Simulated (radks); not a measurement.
Q: Xe XX, configuration [Ar] 3d10 4s2 4p5 (the NIST ground configuration). All-electron calculation, scalar-relativistic Kohn-Sham, BLYP, spin-polarised, spherical densities, finite nucleus; open shells are filled with parallel spins first (spin-orbit coupling, left out, can overturn this in heavy ions); Fermi nuclear charge, rms radius 4.7859 fm. Program: a radial shooting solver on a logarithmic mesh with Libxc functionals. Some entries of the table are withheld. Estimate them.

| orbital | occ. | eigenvalue (eV) | <r^2> (bohr^2) | r(max) (bohr) |
|---|---|---|---|---|
| 1s up | 1 | -34895.27 | 0.0009638 | 0.01716 |
| 1s down | 1 | -34894.80 | 0.0009638 | 0.01716 |
| 2s up | 1 | -5867.375 | 0.01546 | 0.09693 |
| 2s down | 1 | -5867.108 | 0.01546 | 0.09693 |
| 2p up | 3 | -5319.690 | 0.01225 | 0.07776 |
| 2p down | 3 | -5319.267 | 0.01225 | 0.07777 |
| 3s up | 1 | -1587.454 | 0.1056 | 0.2777 |
| 3s down | 1 | -1586.996 | 0.1055 | 0.2777 |
| 3p up | 3 | -1410.428 | 0.1052 | 0.2713 |
| 3p down | 3 | -1409.908 | 0.1051 | 0.2713 |
| 3d up | 5 | -1150.716 | 0.09009 | 0.2237 |
| 3d down | 5 | -1150.206 | 0.09002 | 0.2237 |
| 4s up | 1 | -636.4102 | (1) | 0.6309 |
| 4s down | 1 | -633.9233 | (2) | 0.6306 |
| 4p up | 3 | -574.2265 | 0.5215 | 0.6507 |
| 4p down | 2 | -571.7544 | 0.5220 | 0.6505 |
| 4d up | 0 | -482.6739 | 0.5680 | 0.6659 |
| 4d down | 0 | -480.3192 | 0.5690 | 0.6656 |
| 5s up | 0 | -340.8238 | (3) | 1.201 |
| 5s down | 0 | -339.8537 | (4) | 1.204 |

A: 
(1) 4s up <r^2> (bohr^2): 0.4842
(2) 4s down <r^2> (bohr^2): 0.4844
(3) 5s up <r^2> (bohr^2): 1.581
(4) 5s down <r^2> (bohr^2): 1.588
